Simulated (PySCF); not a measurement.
# NMR data sheet: C₇H₇Cl

| Item | Value |
| --- | --- |
| Formula | C7H7Cl |
| SMILES | Cl[C@]12C=C[C@H](C=C1)C2 |
| Point group of the computed structure | Cs |
| Degrees of unsaturation | 4 |
| Carbon signals | 5 |
| Proton signals | 4 |

Molfile (atoms numbered from 1):
```
C7H7Cl
     RDKit          3D

 15 16  0  0  0  0  0  0  0  0999 V2000
   -0.0821    2.4950    1.3272 Cl  0  0  0  0  0  0  0  0  0  0  0  0
   -0.0223    0.9853    0.4229 C   0  0  2  0  0  0  0  0  0  0  0  0
    1.2730    0.7094   -0.3253 C   0  0  0  0  0  0  0  0  0  0  0  0
    1.2710   -0.5833   -0.6134 C   0  0  0  0  0  0  0  0  0  0  0  0
   -0.0202   -1.1701   -0.0599 C   0  0  2  0  0  0  0  0  0  0  0  0
   -1.1421   -0.5289   -0.8652 C   0  0  0  0  0  0  0  0  0  0  0  0
   -1.1468    0.7640   -0.5775 C   0  0  0  0  0  0  0  0  0  0  0  0
   -0.1355   -0.3229    1.2235 C   0  0  0  0  0  0  0  0  0  0  0  0
    1.9851    1.4720   -0.5698 H   0  0  0  0  0  0  0  0  0  0  0  0
    1.9958   -1.1491   -1.1660 H   0  0  0  0  0  0  0  0  0  0  0  0
   -0.0549   -2.2506    0.0398 H   0  0  0  0  0  0  0  0  0  0  0  0
   -1.7620   -1.0651   -1.5573 H   0  0  0  0  0  0  0  0  0  0  0  0
   -1.7593    1.5561   -0.9599 H   0  0  0  0  0  0  0  0  0  0  0  0
   -1.0899   -0.4321    1.7362 H   0  0  0  0  0  0  0  0  0  0  0  0
    0.6858   -0.4718    1.9229 H   0  0  0  0  0  0  0  0  0  0  0  0
  2  1  1  1
  2  3  1  0
  3  4  2  0
  4  5  1  0
  5  6  1  0
  6  7  2  0
  5  8  1  0
  7  2  1  0
  8  2  1  0
  3  9  1  0
  4 10  1  0
  5 11  1  1
  6 12  1  0
  7 13  1  0
  8 14  1  0
  8 15  1  0
M  END
```

[PySCF: geometry from GFN2-xTB; PBE0/pcSseg-1 with gauge-including orbitals; no solvent; single conformer; non-relativistic; rapidly exchanging positions averaged]

References, each an isolated molecule treated in the same way: 1H (σ = 31.72 ppm), 13C (σ = 186.93 ppm) vs TMS.

| carbon | δC, type | δH (multiplicity) | HMBC from (2–3 bonds) | span of the C tensor (ppm) |
| --- | --- | --- | --- | --- |
| C2 | 82.3, C | – | H10/H12, H9/H13, H11, H14/H15 | 36 |
| C3/C7 | 157.8, CH | 7.08 (m) | H10/H12, H9/H13, H11, H14/H15 | 224 |
| C4/C6 | 153.6, CH | 7.17 (m) | H10/H12, H9/H13, H11, H14/H15 | 247 |
| C5 | 52.5, CH | 3.41 (m) | H10/H12, H9/H13, H14/H15 | 25 |
| C8 | 90.8, CH2 | 2.51 (m) | H10/H12, H9/H13, H11 | 45 |

Carbon types of the structure: 1 × C, 5 × CH, 1 × CH2, which accounts for all hydrogens. δC 157.8, 153.6: alkene CH; as expected for a trigonal carbon in a double bond. δC 90.8: sp3 CH2 in a ring. δC 82.3: allylic fully substituted sp3 carbon bonded to Cl; pulled downfield by the heteroatom. δC 52.5: allylic sp3 CH; aliphatic region, no heteroatom directly attached. δH 7.17, 7.08: hydrogen on an alkene CH; a vinylic proton, deshielded by the sp2 carbon and the C=C anisotropy.

Carbons that carry Cl, above all several Cl atoms, come out too deshielded, partly because spin–orbit coupling is missing. Shifts are as computed. Against solution values, carbons near 30 ppm lie about +3 ppm off and those near 130 ppm about +5 ppm; carbons on Cl a further +6 ppm. Of 1211 compounds with measured shifts, 218 miss one by over three times the rms of a fit or turn the order of signals round; such compounds aren't used in these exercises. Multiplicities follow the n + 1 count of equivalent neighbours, as no J values were calculated; m marks all less simple cases, F and P coupling included.
